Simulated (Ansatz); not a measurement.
Ansatz (a program for electronic structure) input (PBE0/6-31G*):

Ansatz 0.2 input:
```yaml
crystal:
  periodic: [false, false, false]
  atoms:
    - {symbol: C, position_ang: [2.36726410, -0.01508546, 0.07411713]}
    - {symbol: O, position_ang: [1.15011444, -0.50666394, 0.45392037]}
    - {symbol: C, position_ang: [0.04644156, 0.07850943, -0.06667143]}
    - {symbol: O, position_ang: [0.03739290, 0.98480164, -0.85371125]}
    - {symbol: O, position_ang: [-1.01116999, -0.53815290, 0.45513095]}
    - {symbol: C, position_ang: [-2.28318976, -0.04255261, 0.00643408]}
    - {symbol: H, position_ang: [3.19587160, -0.58573581, 0.45268988]}
    - {symbol: H, position_ang: [2.40425846, 0.73608046, -0.69597660]}
    - {symbol: H, position_ang: [-3.02421487, -0.64554856, 0.52240194]}
    - {symbol: H, position_ang: [-2.37615861, -0.15890181, -1.07238897]}
    - {symbol: H, position_ang: [-2.39355088, 1.00899937, 0.26727459]}
basis:
  gaussian:
    orbitals: 6-31G*
hamiltonian:
  xc: {name: PBE0}
magnetization: {spin_polarized: true, initial_magnetization: 1}
```

End of the output:

```
integrals: 0.05 GiB planned
970 factors; integrals over basis functions are off by at most 8.6e-4 eV
mean field: 0.63 GiB planned
mean field evaluation 1: about -9316.0859 eV, gradient 3.8e1 eV
mean field evaluation 2: about -9310.6662 eV, gradient 5.6e1 eV
mean field evaluation 4: about -9321.1957 eV, gradient 3.4e0 eV
mean field evaluation 8: about -9321.6325 eV, gradient 2.6e-1 eV
mean field evaluation 16: about -9321.6328 eV, gradient 7.4e-4 eV
mean field -9321.63284108 eV, -342.5636884801 hartree, gradient 1.7e-5 eV, S^2 0.754096; 0 other end points of the search recorded, 0 dependent functions left out
reference -9321.63285739 eV, -342.5636890793 hartree; 24, 23 occupied and 76, 77 virtual orbitals, 970 factors
Total energy: -9321.63285739 eV, -342.5636890793 hartree
```

It need not be the lowest isomer of its formula.
